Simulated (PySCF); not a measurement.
Q: Give a PBE0-D3(BJ)/def2-SVP geometry of 1-ethylindane, `CC[C@@H]1CCc2ccccc21`.

A: 
```xyz
25
C11H14 angstrom
C      3.1925    0.6900    0.4582
C      1.7242    0.9941    0.2067
C      0.7986   -0.1819    0.4964
C      1.0423   -1.4284   -0.3766
C     -0.3038   -2.1634   -0.4285
C     -1.3014   -1.0485   -0.2630
C     -2.6656   -1.0357   -0.5380
C     -3.4005    0.1241   -0.2827
C     -2.7752    1.2537    0.2471
C     -1.4066    1.2389    0.5270
C     -0.6722    0.0850    0.2685
H      3.3597    0.3712    1.5000
H      3.8230    1.5734    0.2764
H      3.5583   -0.1168   -0.1957
H      1.4189    1.8535    0.8274
H      1.5753    1.3086   -0.8416
H      0.9298   -0.4638    1.5613
H      1.8659   -2.0596   -0.0125
H      1.3106   -1.0923   -1.3936
H     -0.4472   -2.7425   -1.3537
H     -0.3968   -2.8771    0.4105
H     -3.1572   -1.9187   -0.9555
H     -4.4707    0.1492   -0.5027
H     -3.3590    2.1573    0.4394
H     -0.9237    2.1286    0.9397
```

Orientation and origin are arbitrary. Atoms count from 1 in this order. The 5-membered ring C3–C4–C5–C6–C11 has internal angles of 102.2° to 110.6°; it is puckered, 0.13 Å rms from its mean plane, widest ring torsion 28°. The 6-membered ring C6–C7–C8–C9–C10–C11 has internal angles of 119.2° to 120.5° (sum 720°, against 720° for a flat polygon); it is planar, 0.00 Å rms from its mean plane, widest ring torsion 0°. Of the pairs four or more bonds apart, C4···H14 is among the closest relative to their van der Waals radii: 2.84 Å, 98 % of the sum of Bondi's values. The C–C distances run from 1.392 Å (C6–C7, aromatic) to 1.541 Å (C3–C4, drawn single), a spread of 0.149 Å.

Bonds between heavy atoms (Å): C1–C2 1.520, C2–C3 1.524, C3–C4 1.541, C4–C5 1.535, C5–C6 1.505, C6–C7 1.392, C7–C8 1.397, C8–C9 1.396, C9–C10 1.397, C10–C11 1.392, C3–C11 1.512, C6–C11 1.401.

Level of theory: PBE0-D3(BJ)/def2-SVP geometry optimisation, gas phase (PySCF).

Point group: C1 (no symmetry element, even within 0.4 Å). Stationary, but not proved a minimum. The numbers are those of one conformer (C1–C2–C3–C4 -62°, C2–C3–C4–C5 -154°, C3–C4–C5–C6 28°, C4–C5–C6–C7 163°, C2–C3–C11–C10 -38°).
